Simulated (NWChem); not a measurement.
The numbers come from NWChem runs, not from measurements. System: hydrogen (H$_{2}$), charge 0, spin multiplicity 1, at a geometry optimised with PBE/def2-SVP. Level: PBE0/def2-SVPD.

Output (cleaned and shortened):

```
             Northwest Computational Chemistry Package (NWChem) 7.3.0
             --------------------------------------------------------

                                NWChem Input Module
                                -------------------

 Scaling coordinates for geometry "geometry" by  1.889725989
 (inverse scale =  0.529177249)

 Turning off AUTOSYM since
 SYMMETRY directive was detected!

                             Geometry "geometry" -> ""
                             -------------------------

 Output coordinates in angstroms (scale by  1.889725989 to convert to a.u.)

  No.       Tag          Charge          X              Y              Z
 ---- ---------------- ---------- -------------- -------------- --------------
    1 H                    1.0000     0.00000000     0.00000000     0.38416800
    2 H                    1.0000     0.00000000     0.00000000    -0.38416800

 Effective nuclear repulsion energy (a.u.)       0.6887315562

            Nuclear Dipole moment (a.u.)
            ----------------------------
        X                 Y               Z
 ---------------- ---------------- ----------------
     0.0000000000     0.0000000000     0.0000000000

      Symmetry information
      --------------------

 Group name             D2h
 Group number             26
 Group order               8
 No. of unique centers     1

      Symmetry unique atoms

     1


 Summary of "ao basis" -> "" (spherical)
 ------------------------------------------------------------------------------
       Tag                 Description            Shells   Functions and Types
 ---------------- ------------------------------  ------  ---------------------
 *                         def2-svpd                  on all atoms

                                 NWChem DFT Module
                                 -----------------

 Summary of "ao basis" -> "ao basis" (spherical)
 ------------------------------------------------------------------------------
       Tag                 Description            Shells   Functions and Types
 ---------------- ------------------------------  ------  ---------------------
 H                         def2-svpd                 4        8   2s2p

 Summary of "ao basis" -> "ao basis" (spherical)
 ------------------------------------------------------------------------------
       Tag                 Description            Shells   Functions and Types
 ---------------- ------------------------------  ------  ---------------------
 H                         def2-svpd                 4        8   2s2p

      Symmetry analysis of basis
      --------------------------

        ag          4
        au          0
        b1g         0
        b1u         4
        b2g         2
        b2u         2
        b3g         2
        b3u         2

            General Information
            -------------------
          SCF calculation type: DFT
          Wavefunction type:  closed shell.
          No. of atoms     :     2
          No. of electrons :     2
           Alpha electrons :     1
            Beta electrons :     1
          Charge           :     0
          Spin multiplicity:     1
          Use of symmetry is: on ; symmetry adaption is: on
          Maximum number of iterations: 100
          AO basis - number of functions:    16
                     number of shells:     8
          Convergence on energy requested:  1.00D-06
          Convergence on density requested:  1.00D-05
          Convergence on gradient requested:  5.00D-04

              XC Information
              --------------
                         PBE0 Method XC Functional
                     Hartree-Fock (Exact) Exchange  0.250
          PerdewBurkeErnzerhof Exchange Functional  0.750
            Perdew 1991 LDA Correlation Functional  1.000 local
           PerdewBurkeErnz. Correlation Functional  1.000 non-local

             Grid Information
             ----------------
          Grid used for XC integration:  medium
          Radial quadrature: Mura-Knowles
          Angular quadrature: Lebedev.
          Tag              B.-S. Rad. Rad. Pts. Rad. Cut. Ang. Pts.
          ---              ---------- --------- --------- ---------
[...]
          Convergence aids based upon iterative change in
          total energy or number of iterations.
          Levelshifting, if invoked, occurs when the
          HOMO/LUMO gap drops below (HL_TOL):  1.00D-02
          DIIS, if invoked, will attempt to extrapolate
          using up to (NFOCK): 10 stored Fock matrices.

                    Damping( 0%)  Levelshifting(0.5)       DIIS
                  --------------- ------------------- ---------------
          dE  on:    start            ASAP                start
          dE off:    2 iters        100 iters           100 iters

      Screening Tolerance Information
      -------------------------------
          Density screening/tol_rho:  1.00D-10
          AO Gaussian exp screening on grid/accAOfunc:  14
          CD Gaussian exp screening on grid/accCDfunc:  20
          XC Gaussian exp screening on grid/accXCfunc:  20
          Schwarz screening/accCoul:  1.00D-08

      Superposition of Atomic Density Guess
      -------------------------------------

 Sum of atomic energies:          -0.99855801

      Non-variational initial energy
      ------------------------------

 Total energy =      -0.847929
 1-e energy   =      -2.191425
 2-e energy   =       0.654765
 HOMO         =      -0.569931
 LUMO         =       0.115337

      Symmetry analysis of molecular orbitals - initial
      -------------------------------------------------

 !! scf_movecs_sym_adapt:    8 vectors were symmetry contaminated

  Symmetry fudging

 !! scf_movecs_sym_adapt:    8 vectors were symmetry contaminated

  Numbering of irreducible representations:

     1 ag          2 au          3 b1g         4 b1u         5 b2g
     6 b2u         7 b3g         8 b3u

  Orbital symmetries:

     1 ag          2 b1u         3 b2u         4 b3u         5 ag
     6 b2g         7 b3g         8 b1u         9 ag         10 b1u
    11 b3u

------------------------------------------------------------
EAF file 0: "./mol.aoints.0" size=524288 bytes
------------------------------------------------------------
               write      read    awrite     aread      wait
               -----      ----    ------     -----      ----
     calls:        1         0         0         0         0
   data(b): 5.24e+05  0.00e+00  0.00e+00  0.00e+00
   time(s): 0.00e+00  0.00e+00  0.00e+00  0.00e+00  0.00e+00
rate(mb/s): 0.00e+00  0.00e+00
------------------------------------------------------------

 !! scf_movecs_sym_adapt:    8 vectors were symmetry contaminated

  Symmetry fudging

 !! scf_movecs_sym_adapt:    8 vectors were symmetry contaminated

   convergence    iter        energy       DeltaE   RMS-Dens  Diis-err    time
 ---------------- ----- ----------------- --------- --------- ---------  ------
 d= 0,ls=0.0,diis     1     -1.1620669134 -1.85D+00  5.72D-03  6.11D-03     0.0

 !! scf_movecs_sym_adapt:    8 vectors were symmetry contaminated

  Symmetry fudging

 !! scf_movecs_sym_adapt:    6 vectors were symmetry contaminated

 d= 0,ls=0.0,diis     2     -1.1637099315 -1.64D-03  5.40D-04  1.40D-04     0.0

 !! scf_movecs_sym_adapt:    8 vectors were symmetry contaminated

  Symmetry fudging

 !! scf_movecs_sym_adapt:    8 vectors were symmetry contaminated

 d= 0,ls=0.0,diis     3     -1.1637379550 -2.80D-05  3.37D-05  1.98D-07     0.0

 !! scf_movecs_sym_adapt:    8 vectors were symmetry contaminated

  Symmetry fudging

 !! scf_movecs_sym_adapt:    8 vectors were symmetry contaminated

 d= 0,ls=0.0,diis     4     -1.1637380008 -4.58D-08  1.74D-06  2.33D-10     0.1

         Total DFT energy =       -1.163738000830
      One electron energy =       -2.467452836312
           Coulomb energy =        1.300590228312
    Exchange-Corr. energy =       -0.685606949076
 Nuclear repulsion energy =        0.688731556246

 Numeric. integr. density =        2.000000184995

     Total iterative time =      0.0s

                  Occupations of the irreducible representations
                  ----------------------------------------------

                     irrep           alpha         beta
                     --------     --------     --------
                     ag                1.0          1.0
                     au                0.0          0.0
                     b1g               0.0          0.0
                     b1u               0.0          0.0
                     b2g               0.0          0.0
                     b2u               0.0          0.0
                     b3g               0.0          0.0
                     b3u               0.0          0.0

                       DFT Final Molecular Orbital Analysis
                       ------------------------------------

 Vector    1  Occ=2.000000D+00  E=-4.323490D-01  Symmetry=ag
              MO Center=  2.2D-23,  4.7D-22, -8.5D-16, r^2= 7.3D-01
   Bfn.  Coefficient  Atom+Function         Bfn.  Coefficient  Atom+Function
  ----- ------------  ---------------      ----- ------------  ---------------
     1      0.406710  1 H  s                  9      0.406710  2 H  s
     2      0.177172  1 H  s                 10      0.177172  2 H  s

 Vector    2  Occ=0.000000D+00  E= 6.658147D-02  Symmetry=b1u
              MO Center= -9.0D-47,  2.4D-49, -4.7D-16, r^2= 3.4D+00
   Bfn.  Coefficient  Atom+Function         Bfn.  Coefficient  Atom+Function
  ----- ------------  ---------------      ----- ------------  ---------------
     2      4.430104  1 H  s                 10     -4.430104  2 H  s
     8     -1.655473  1 H  pz                16     -1.655473  2 H  pz
     1     -0.224347  1 H  s                  9      0.224347  2 H  s
     5     -0.036453  1 H  pz                13     -0.036453  2 H  pz

 Vector    3  Occ=0.000000D+00  E= 1.509864D-01  Symmetry=b3u
              MO Center= -2.2D-23,  3.4D-67, -6.2D-18, r^2= 3.0D+00
   Bfn.  Coefficient  Atom+Function         Bfn.  Coefficient  Atom+Function
  ----- ------------  ---------------      ----- ------------  ---------------
     6      0.508148  1 H  px                14      0.508148  2 H  px

 Vector    4  Occ=0.000000D+00  E= 1.509864D-01  Symmetry=b2u
              MO Center= -8.2D-72, -4.7D-22, -1.2D-17, r^2= 3.0D+00
   Bfn.  Coefficient  Atom+Function         Bfn.  Coefficient  Atom+Function
  ----- ------------  ---------------      ----- ------------  ---------------
     7      0.508148  1 H  py                15      0.508148  2 H  py

 center of mass
 --------------
 x =   0.00000000 y =   0.00000000 z =   0.00000000

 moments of inertia (a.u.)
 ------------------
           1.062319534846           0.000000000000           0.000000000000
           0.000000000000           1.062319534846           0.000000000000
           0.000000000000           0.000000000000           0.000000000000

     Multipole analysis of the density
     ---------------------------------

     L   x y z        total         alpha         beta         nuclear
     -   - - -        -----         -----         ----         -------
     0   0 0 0     -0.000000     -1.000000     -1.000000      2.000000

     1   1 0 0      0.000000      0.000000      0.000000      0.000000
     1   0 1 0      0.000000      0.000000      0.000000      0.000000
     1   0 0 1      0.000000      0.000000      0.000000      0.000000

     2   2 0 0     -1.521880     -0.760940     -0.760940      0.000000
     2   1 1 0      0.000000      0.000000      0.000000      0.000000
     2   1 0 1      0.000000      0.000000      0.000000      0.000000
     2   0 2 0     -1.521880     -0.760940     -0.760940      0.000000
     2   0 1 1      0.000000      0.000000      0.000000      0.000000
     2   0 0 2     -1.105174     -1.079623     -1.079623      1.054071

 Task  times  cpu:        0.0s     wall:        0.0s

 Total times  cpu:        0.1s     wall:        0.1s
```

### Question
Write an NWChem input that would produce this output.

### Answer
Several could match; the one computed here: 
```
start mol
memory heap 200 mb stack 900 mb global 1100 mb
geometry units angstroms nocenter noautoz
  H      0.000000     0.000000     0.384168
  H      0.000000     0.000000    -0.384168
  symmetry group D2h
end
basis spherical
  * library def2-svpd
end
dft
  xc pbe0
  semidirect memsize 60000000 filesize 0
  iterations 100
end
task dft energy
```
